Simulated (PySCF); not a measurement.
## Correlation energy of Pr⁺ (praseodymium, charge +1)

[Xe] 4f3 6s1, one real determinant. Computed with PySCF 2.14 in ANO-RCC-VTZP (8s7p5d3f2g1h, 104 functions), with the spin-free X2C one-electron Hamiltonian (Gaussian nucleus). Frozen: [Ar] 3d10; 30 electrons correlated.

MP2 pair energies summed by pair of shells (mhartree):

```json
{"pair": "4d-4d", "energy": "-201.11", "share (%)": "23.3"}
{"pair": "5p-5p", "energy": "-126.71", "share (%)": "14.7"}
{"pair": "4d-5p", "energy": "-113.08", "share (%)": "13.1"}
{"pair": "4d-4f", "energy": "-91.72", "share (%)": "10.6"}
{"pair": "4f-5p", "energy": "-84.85", "share (%)": "9.8"}
{"pair": "4p-4d", "energy": "-44.50", "share (%)": "5.2"}
{"pair": "5s-5p", "energy": "-37.76", "share (%)": "4.4"}
{"pair": "4d-5s", "energy": "-30.36", "share (%)": "3.5"}
{"pair": "5p-6s", "energy": "-19.47", "share (%)": "2.3"}
{"pair": "4f-5s", "energy": "-17.15", "share (%)": "2.0"}
{"pair": "4f-4f", "energy": "-16.68", "share (%)": "1.9"}
{"pair": "4p-4p", "energy": "-16.66", "share (%)": "1.9"}
{"pair": "4p-4f", "energy": "-14.51", "share (%)": "1.7"}
{"pair": "4p-5p", "energy": "-9.10", "share (%)": "1.1"}
{"pair": "4s-4d", "energy": "-8.86", "share (%)": "1.0"}
{"pair": "5s-5s", "energy": "-6.52", "share (%)": "0.8"}
{"pair": "4p-5s", "energy": "-5.04", "share (%)": "0.6"}
{"pair": "4s-4p", "energy": "-4.50", "share (%)": "0.5"}
{"pair": "4f-6s", "energy": "-4.19", "share (%)": "0.5"}
{"pair": "4d-6s", "energy": "-3.47", "share (%)": "0.4"}
{"pair": "4s-4f", "energy": "-2.28", "share (%)": "0.3"}
{"pair": "4s-4s", "energy": "-1.36", "share (%)": "0.2"}
{"pair": "5s-6s", "energy": "-1.10", "share (%)": "0.1"}
{"pair": "4s-5p", "energy": "-1.01", "share (%)": "0.1"}
{"pair": "4s-5s", "energy": "-0.37", "share (%)": "0.0"}
{"pair": "4p-6s", "energy": "-0.21", "share (%)": "0.0"}
{"pair": "4s-6s", "energy": "-0.02", "share (%)": "0.0"}
```

Total MP2 correlation energy: -862.60 mhartree.

Same-spin part -318.53 and opposite-spin part -544.07 mhartree; SCS-MP2 scales them by 1/3 and 6/5 to -759.06 mhartree.

The reference is one real determinant that mixes LS terms of this configuration.
